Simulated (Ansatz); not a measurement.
Pulling on the Ga1–Cl4 bond in ClGaH2 (SMILES [Cl][GaH2]) (multiplicity 1 held, fragments rigid). Energies count from the point at 2.166 Å.
Geometry at that point (charge 0, multiplicity 1):
```xyz
4

Ga    -0.0029    -0.2319    -0.6712
H     -1.4091    -0.3118    -1.3346
H      1.3979    -0.5822    -1.2533
Cl     0.0059     0.4754     1.3761
```

Signs of static correlation in def2-SVP, with CASSCF(6,4), from Ansatz (an electronic-structure program) runs.

| R (Å) | T1 of restricted CCSD | ⟨S²⟩ of UHF | largest double amplitude of restricted CCSD | weight of the CASSCF reference in MRCISD | CASSCF natural occupations |
|---|---|---|---|---|---|
| 1.733 | 0.008 | 0.000 | 0.035 | 0.920 | 2.00 2.00 1.99 0.01 |
| 1.949 | 0.009 | 0.000 | 0.032 | 0.919 | 2.00 2.00 1.99 0.01 |
| 2.166 | 0.011 | 0.000 | 0.032 | 0.919 | 2.00 2.00 1.99 0.01 |
| 2.383 | 0.012 | 0.000 | 0.045 | 0.918 | 2.00 2.00 1.98 0.02 |
| 2.599 | 0.014 | 0.000 | 0.067 | 0.919 | 2.00 2.00 1.97 0.03 |
| 2.924 | (withheld) | 0.000 | 0.100 | 0.919 | 2.00 2.00 1.95 0.05 |
| 3.249 | 0.027 | 0.171 | 0.139 | 0.919 | 2.00 2.00 1.90 0.10 |
| 3.791 | 0.054 | 0.838 | (withheld) | 0.919 | 2.00 2.00 1.73 0.27 |
| 4.332 | 0.101 | 0.971 | 0.439 | 0.920 | 2.00 2.00 1.43 0.57 |
| 4.982 | 0.164 | 1.002 | 0.795 | 0.921 | 2.00 2.00 1.18 0.82 |
| 5.848 | 0.213 | 1.008 | 1.166 | 0.921 | 2.00 2.00 1.05 0.95 |
| 6.931 | 0.223 | 1.009 | 1.303 | 0.921 | 2.00 2.00 1.01 0.99 |

**Question.** Complete the blanks.

**Answer.** 
- 2.924, T1 of restricted CCSD: 0.019
- 3.791, largest double amplitude of restricted CCSD: 0.240

Doubts at one or more of the structures used: active orbitals that take no part (SC-NEVPT2 on CASSCF(6,4)/def2-SVP); a restricted determinant that unrestricted orbitals would lower (R-CCSD(T)/def2-SVP); T1 above 0.05 (R-CCSD(T)/def2-SVP, U-CCSD(T)/def2-SVP); other coupled-cluster roots lie near (R-CCSD(T)/def2-SVP); a spin-contaminated determinant (U-CCSD(T)/def2-SVP).
